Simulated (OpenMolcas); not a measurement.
# Cl2+: effect of the basis set

```
Program             : OpenMolcas 26.06
Method              : SS-RASPT2, IPEA 0.25 Eh, imaginary shift 0.1 Eh (closed shells correlated: 2s 2p)
Active space        : 5 electrons in 9 orbitals (RAS2 3s 3p; RAS3 3d, at most 2 electrons)
State averaging     : 2S+1 = 4 odd, 1 root; 2S+1 = 2 odd, 11 roots; 2S+1 = 4 even, 3 roots; 2S+1 = 2 even, 9 roots
Spin-orbit coupling : state interaction with AMFI integrals over the reference wave functions, term energies averaged over their components
```

A. ANO-RCC-VTZP [5s4p2d1f], DKH2, point nucleus; CASPT2 step about 14 core-seconds
B. ANO-R2 [5s4p3d1f], X2C, finite nucleus; CASPT2 step roughly 21 core-seconds
C. ANO-RCC-VQZP [6s5p3d2f1g], DKH2, point nucleus; CASPT2 step of the order of 22 core-seconds
D. ANO-RCC [8s7p5d4f2g], DKH2, point nucleus; CASPT2 step of the order of 40 core-seconds

Energies in cm-1 above 3s2 3p3 4S* 3/2, the measured ground level; measured values from Moore, Atomic Energy Levels, vol. I, NSRDS-NBS 35 (1971 reprint of NBS Circular 467, 1949).

| Level | A | B | C | D | Measured |
| --- | --- | --- | --- | --- | --- |
| 3s2 3p3 4S* 3/2 | 0.0 | 0.0 | 0.0 | 0.0 | 0.0 |
| 3s2 3p3 2D* 3/2 | 18860 | 18840 | 18370 | 18160 | 18053 |
| 3s2 3p3 2D* 5/2 | 18910 | 18890 | 18420 | 18210 | 18120 |
| 3s2 3p3 2P* 1/2 | 31000 | 31080 | 30450 | 30240 | 29812 |
| 3s2 3p3 2P* 3/2 | 31050 | 31120 | 30500 | 30290 | 29907 |
| 3s 3p4 4P 5/2 | 98890 | 98440 | 98850 | 98890 | 98520 |
| 3s 3p4 4P 3/2 | 99450 | 98990 | 99400 | 99440 | 99130 |
| 3s 3p4 4P 1/2 | 99780 | 99310 | 99720 | 99750 | 99475 |
| 3s 3p4 2D 3/2 | 125220 | 124340 | 124680 | 123890 |  |
| 3s 3p4 2D 5/2 | 125240 | 124360 | 124690 | 123910 |  |

Deviations, from unrounded energies. A percentage is the sum of absolute deviations over the sum of measured energies, with the sign that they share, or ± where signs differ.

| Against measurement | Levels | A | B | C | D |
| --- | --- | --- | --- | --- | --- |
| mean absolute deviation (cm-1) | 7 | 700 | 630 | 380 | 280 |
| other terms of the ground configuration (%) | 4 | +4.1 | +4.2 | +1.9 | +1.0 |
| other configurations (%) | 3 | +0.3 | -0.1 | +0.3 | +0.3 |

D lies closest to measurement on these levels and A furthest from it. The largest miss of D in the table is 3s2 3p3 2P* 1/2, by +420 cm-1. The ranking rests on the paired levels alone, and a cruder setting can come out closer through cancelling errors.

Among A to D the level of the table that moves most is 3s 3p4 2D 3/2, by 1300 cm-1 (lowest in D, highest in A). Moves below CASPT2's spread within the term are not significant.

CASPT2 does not keep the components of a term degenerate, so their means are used; among the terms shown or strongly mixed into the levels shown the widest spread is 47 cm-1 (3s 3p4 2D, A). Some terms mix strongly with configurations of 3d, whose occupation reaches 0.30 (3s 3p4 4P, 3s 3p4 2D) (figures for A; the like holds for B, C, D). The run also gave levels led by 3s2 3p2 3d, which use shells meant for correlation; these and all levels above them are left out (holds for A; B; C). The run also gave levels led by 3s 3p3 3d, 3s2 3p2 3d, which use shells meant for correlation; these and all levels above them are left out (holds for D). Measured partners are found by configuration, term and J. A level has none where our copy of the source lacks it or the pairing is in doubt (some pairs that miss far off the trend of their configuration count as doubtful), and it then counts in no deviation. Levels of configurations outside the active space are missing. The table leaves out levels that lie high or whose names do not pair safely across all columns.

* marks odd parity.
